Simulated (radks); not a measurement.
All-electron atom: Rh+ in [Kr] 4d(up 4.25, down 3.75) (fractional occupations, a model configuration). Calculated with a radial shooting solver on a logarithmic mesh with Libxc functionals: scalar-relativistic Kohn-Sham, LDA (Slater exchange, Perdew-Wang correlation), spin-polarised, spherical densities, finite nucleus; Fermi nuclear charge, rms radius 4.4945 fm.

X-ray form factor f0, the Fourier transform of the density (f0(0) = 44):

sin(theta)/lambda (1/angstrom)  f0 (electrons)
0.05                                    43.336
0.1                                     41.522
0.15                                    38.976
0.2                                     36.138
0.25                                    33.327
0.3                                     30.725
0.4                                     26.397
0.5                                     23.188
0.6                                     20.803
0.8                                     17.302
1                                       14.415
1.25                                    11.281
1.5                                      8.887
2                                        6.263
